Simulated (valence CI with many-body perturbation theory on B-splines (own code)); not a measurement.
## Yb³⁸⁺: calculated level list

Method: relativistic CI+MBPT: four valence electrons over a frozen Dirac-Fock core [Ar] 3d10, a basis of 11 s, 11 p, 10 d, 8 f, 5 g, 2 h functions for each j, with the one-electron correlation potential Σ1 (screened to all orders), the two-electron term Σ2, the three-electron term Σ3, Breit, model QED; selected single and double excitations, second order for the rest, scaled by the run's own slope (own B-spline code, finite nucleus).

No measured spectrum was set against this ion. As an estimate, large intervals hold to a few tenths of a per cent, small ones and those within an open d or f shell to about a per cent. Among the levels kept, up to 410 cm⁻¹ of a level comes from second order outside the variational space, and about a tenth of that is noise between levels of different J, which matters for small intervals.

Levels 181 to 190 of 190, with energies above the lowest level, (4s^2 4p1/2^2) J=0. "Leading %" is the weight of the configuration and term that name the level; weights of strongly mixed levels are sums over their largest components and can fall short. In the jj column 3d3/2^4 stands for four electrons in 3d with j = 3/2.

| No. | Configuration | Term | J | E (eV) | Leading % | Leading jj | Second component | g |
| --- | --- | --- | --- | --- | --- | --- | --- | --- |
| 181 | 4s.4p2.4f | 3D° | 3 | 550.05 | 19 | 4s 4p1/2 4p3/2 4f7/2 (35 %) | 13 % 4s.4p2.4f 3G° | 1.126 |
| 182 | 4p3.4d | 3P° | 2 | 551.98 | 18 | 4p1/2 4p3/2^2 4d5/2 (52 %) | 15 % 4p3.4d 3D° | 1.180 |
| 183 | 4p3.4d | 3P° | 1 | 552.98 | 30 | 4p1/2 4p3/2^2 4d3/2 (46 %) | 11 % 4s.4p.4d2 3D° | 1.098 |
| 184 | 4s.4p2.4f | 3G° | 4 | 553.35 | 16 | 4s 4p1/2 4p3/2 4f7/2 (39 %) | 12 % 4s.4p.4d2 3G° | 1.082 |
| 185 | 4s.4p2.4f | 1D° | 2 | 553.97 | 16 | 4s 4p1/2 4p3/2 4f5/2 (49 %) | 14 % 4p3.4d 3P° | 1.057 |
| 186 | 4p3.4d | 3D° | 3 | 555.22 | 11 | 4p1/2 4p3/2^2 4d5/2 (44 %) | 9 % 4p3.4d 3F° | 1.137 |
| 187 | 4s.4p2.4f | 1H° | 5 | 555.29 | 42 | 4s 4p1/2 4p3/2 4f7/2 (40 %) | 25 % 4s.4p2.4f 3G° | 1.091 |
| 188 | 4s.4p2.4f | 3F° | 2 | 555.99 | 37 | 4s 4p1/2 4p3/2 4f7/2 (29 %) | 13 % 4s.4p.4d2 3F° | 0.859 |
| 189 | 4p3.4d | 3F° | 3 | 556.83 | 12 | 4p1/2 4p3/2^2 4d5/2 (52 %) | 11 % 4p3.4d 1F° | 1.144 |
| 190 | 4s.4p2.4f | 3F° | 4 | 557.27 | 29 | 4s 4p1/2 4p3/2 4f7/2 (30 %) | 11 % 4s.4p2.4f 1G° | 1.137 |
